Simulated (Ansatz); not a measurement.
Geometry optimisation, Ansatz 0.2.0, RKS BHLYP-D4/6-31G*.

input.yaml

```yaml
crystal:
  periodic: [false, false, false]
  atoms:
    - { symbol: B, position_ang: [-0.128932, -0.322343, -0.184311] }
    - { symbol: F, position_ang: [-0.052705, -0.656287, 1.103404] }
    - { symbol: O, position_ang: [1.013307, -0.190893, -0.908939] }
    - { symbol: H, position_ang: [1.793546, -0.361953, -0.384826] }
    - { symbol: "N", position_ang: [-1.37682, -0.135186, -0.780618] }
    - { symbol: H, position_ang: [-2.233383, -0.206088, -0.270664] }
    - { symbol: H, position_ang: [-1.475875, 0.114671, -1.743039] }
    - { symbol: H, position_ang: [-0.07769, 1.858453, 0.816836] }
    - { symbol: H, position_ang: [0.002352, 1.454026, 1.386457] }
basis:
  gaussian: { orbitals: "6-31G*" }
hamiltonian:
  xc: { name: BHLYP }
  dispersion: d4
relax:
  f_tol: 0.03
  max_steps: 50
```

Command:

```bash
$ ansatz run input.yaml --threads 1 --pin off --max-ram 2048MiB --backend cpu --events-out ev --progress --plain --runs-dir out
```

Where does it end, and by what steps?

The forces met the threshold. The force dipped under the threshold on the way, but the program's further checks kept it going. After 23 steps the energy has fallen by 0.183 eV; H8 moved furthest, 1.57 Å.

```
step  energy less start (eV)  largest force component (eV/Å)  accepted
   0                  0.0000                           1.090       yes
   1                 -0.1198                           0.206       yes
   2                 -0.1289                           0.762       yes
   3                 -0.1610                           0.091       yes
   4                 -0.1629                           0.037       yes
   5                 -0.1523                           0.909        no
   6                 -0.1654                           0.087       yes
   7                 -0.1645                           0.476        no
   8                 -0.1671                           0.059       yes
   9                 -0.1686                           0.110       yes
  10                 -0.1699                           0.256       yes
  11                 -0.1724                           0.255       yes
  12                 -0.1749                           0.237       yes
  13                 -0.1767                           0.261       yes
  14                 -0.1783                           0.240       yes
  15                 -0.1803                           0.039       yes
  16                 -0.1813                           0.078       yes
  17                 -0.1816                           0.153       yes
  18                 -0.1823                           0.059       yes
  19                 -0.1825                           0.017       yes
  20                 -0.1827                           0.018       yes
  21                 -0.1827                           0.088        no
  22                 -0.1829                           0.018       yes
  23                 -0.1829                           0.029       yes
```

```xyz
9
Properties=species:S:1:pos:R:3
B -0.159 -0.426 -0.445
F -0.042 -0.186 0.871
O 0.960 -0.660 -1.179
H 1.749 -0.623 -0.642
N -1.424 -0.432 -1.032
H -2.259 -0.260 -0.510
H -1.560 -0.604 -2.007
H 0.120 2.717 2.119
H 0.078 2.029 1.860
```

Time of the run: 68 s on 1 thread of Arm Neoverse V1, with other jobs on the host, peak memory 0.16 GiB.
